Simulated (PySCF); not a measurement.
Compound: C₃H₁₀OSi₃.
Geometry (PBE0-D3(BJ)/def2-SVP, Å), atoms numbered from 1 in this order:
```xyz
17
C3H10OSi3 angstrom
C      0.1203    2.7282   -0.4240
C     -0.0893    1.7329    0.2467
Si    -0.3562    0.1736    1.1899
O     -1.9058   -0.3731    0.9370
Si    -3.1851   -0.1733   -0.1050
Si     1.2123   -1.3751    0.3951
C      2.9442   -0.6354    0.4523
H      0.2972    3.6136   -1.0092
H     -0.1943    0.4842    2.6401
H     -3.8833    1.1189    0.1639
H     -2.7140   -0.1878   -1.5230
H     -4.1316   -1.3031    0.1135
H      0.8286   -1.7160   -1.0125
H      1.1401   -2.6332    1.2051
H      3.6821   -1.3331    0.0279
H      2.9786    0.3008   -0.1254
H      3.2406   -0.4109    1.4883
```

The calculation used core-valence-separated Tamm–Dancoff BHandHLYP/aug-pcX-1 (pcseg-1 on H, def2-SVPD on Si) in PySCF, non-relativistic, gas phase, PBE0-D3(BJ)/def2-SVP geometry. BHandHLYP without relativity tends to put these K edges a few eV too low, so spacings mean more than positions.

The lowest roots of each edge with f over 0.003 (five at most, numbered afresh; weaker and dark ones are left out), with transition dipoles (au) in the frame of the coordinates:

```tsv
root	edge	E (eV)	f	μx	μy	μz
1	C	282.75	0.0511	0.0797	0.0059	0.0315
2	C	282.85	0.0535	0.0298	-0.0483	-0.0671
3	C	282.97	0.0513	-0.0793	-0.0060	-0.0327
4	C	283.26	0.0537	0.0305	-0.0494	-0.0661
5	C	285.62	0.0200	-0.0469	-0.0256	0.0019
6	O	531.85	0.0048	-0.0120	-0.0109	0.0102
7	O	533.28	0.0252	0.0388	0.0003	0.0207
8	O	533.57	0.0052	0.0111	0.0077	-0.0148
9	O	533.84	0.0162	-0.0065	0.0345	-0.0025
10	O	534.27	0.0097	0.0077	-0.0062	-0.0253
```

**Question.** Molecules are fixed in this frame and the field points along x. What effective strengths 3 f cos²θ do the roots have (θ between field and μ)?

**Answer.** root 1 (C2): 0.132, root 2 (C2): 0.018, root 3 (C1): 0.131, root 4 (C1): 0.019, root 5 (C7): 0.046, root 6 (O4): 0.006, root 7 (O4): 0.059, root 8 (O4): 0.005, root 9 (O4): 0.002, root 10 (O4): 0.002. Averaged over all orientations cos²θ is 1/3, which gives f back.

One conformer stands for the species.
